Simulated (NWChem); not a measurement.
SiH2S, singlet; SMILES [SiH]S

All runs: NWChem. Low-valent species are run as closed-shell singlets; no triplet was tried in these runs. All runs use the structure optimised with PBE-D3(BJ)/def2-SVP. Total energies compare along this basis series because the functional is fixed.

```tsv
level	basis functions	energy (Ha)	highest occupied level (eV)	orbital gap (eV)	dipole (D)	relative time
B3LYP/cc-pVDZ	46	-688.9049	-6.67	4.04	0.78	1
B3LYP/aug-cc-pVDZ	72	-688.9095	-6.79	4.01	0.70	1
B3LYP/cc-pVTZ	96	-688.9357	-6.76	4.04	0.76	2
B3LYP/aug-cc-pVTZ	146	-688.9367	-6.80	4.02	0.71	7
B3LYP/cc-pVQZ	178	-688.9440	-6.79	4.04	0.73	3
```

Times are rough ratios from one shared machine.
